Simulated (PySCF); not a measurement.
# Te (tellurium, neutral) across methods

[Kr] 4d10 5s2 5p3 5d1, high-spin 5D determinant (an excited configuration). All numbers are calculated (PySCF 2.14, a scalar-relativistic core potential, in aug-cc-pVTZ-PP with one added diffuse shell each of d, f type with ECP28MDF (6s5p5d3f, 67 functions)).

```tsv
method	E (hartree)	mean ε 5s β (eV)	mean ε 5p α (eV)	mean ε 5d α (eV)	Σ⟨r²⟩ (bohr²)	⟨S²⟩
PBE0	-267.7612	-18.082	-10.934	-1.178	90.46	6.001
UHF	-266.79049	-19.676	-14.101	-1.919	92.56	6.002
PBE	-267.7433	-17.154	-9.683	-0.860	91.11	6.001
r2SCAN0	-267.8255	-18.064	-11.230	-1.108	89.50	6.001
r2SCAN	-267.8511	-17.116	-10.140	-0.790	90.24	6.001
M06	-267.8101	-18.862	-10.697	-1.044	93.78	6.000
LDA	-267.3453	-17.619	-9.721	-0.814	90.07	6.001
BLYP	-267.6979	-17.433	-9.440	-0.733	93.54	6.000
```

Question: Estimate the same row for BHandHLYP.

Answer: E (hartree) = -267.6912; mean ε 5s β (eV) = -19.274; mean ε 5p α (eV) = -11.931; mean ε 5d α (eV) = -1.325; Σ⟨r²⟩ (bohr²) = 92.27; ⟨S²⟩ = 6.001.

Energies and moments cover only the electrons outside the core potential. The outer electron is Rydberg-like, and this basis confines it to a smaller radius and binds it less than a complete one would.
